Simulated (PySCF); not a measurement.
# How methods differ on the excitation energy of Cd²⁺

Cd²⁺ [Kr] 4d10 (1S) → Cd²⁺ [Kr] 4d9 5p1 (high-spin determinant), as a difference of total energies. All numbers are calculated (PySCF 2.14, a scalar-relativistic core potential, in def2-TZVPPD with the def2 core potential (28 electrons)). Correlated levels: valence: 4s2 4p6 frozen; valence and next inner shell: nothing frozen outside the core potential. The calculations carry no spin-orbit coupling.

```tsv
method	excitation energy (cm⁻¹)
UHF	132740
LDA	135800
PBE	134030
PBE0	135710
r2SCAN	134780
TPSSh	134390
CAM-B3LYP	135260
TPSS	133640
r2SCAN0	136030
MP2 (valence)	142650
SCS-MP2 (valence)	142260
MP2 (valence and next inner shell)	140400
SCS-MP2 (valence and next inner shell)	139770
```

The determinant of the upper state mixes LS terms, which raises its energy above the lowest term, most at the Hartree-Fock and MP2 levels.
